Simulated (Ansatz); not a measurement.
Cu₂S, relaxed as a triplet with UKS B3LYP-D4/def2-TZVP in Ansatz, starting from the B3LYP-D4/def2-TZVP geometry of the neutral singlet. Force threshold 0.02 eV/Å.

The relaxation made no stability test and no search for a lower SCF solution. At B3LYP-D4/def2-TZVP a singlet of charge 0 lies 1.38 eV below the triplet, each at its own geometry. The structure comes from a short search, and lower isomers may exist.

Start:

```xyz
3

Cu   -0.899   -0.841    0.738
Cu    1.000   -0.226   -1.005
S    -0.101    1.067    0.266
```

Task: Estimate the energy that the relaxation releases and the steps that it takes.

Result: 2.4 kcal/mol, in 5 steps; 14 s on 4 threads of Arm Neoverse V1 on a shared host. No frequencies were taken in this run, so the end may be a saddle point.

Task: Does the start keep its bonding and symmetry?

Result: By distances, no bond broke or formed. The bond that changes most is Cu1–S3, from 2.12 to 2.22 Å (atoms count from 1). Point group C2v at the start, C2v at the end, both within 0.05 Å.

Task: Predict the relaxed structure.

Result: 
```xyz
3

Cu   -0.820   -0.882    0.656
Cu    0.933   -0.314   -0.954
S    -0.113    1.196    0.299
```
Bond lengths (bridged metal pairs left out): 2 × Cu–S 2.22 Å.
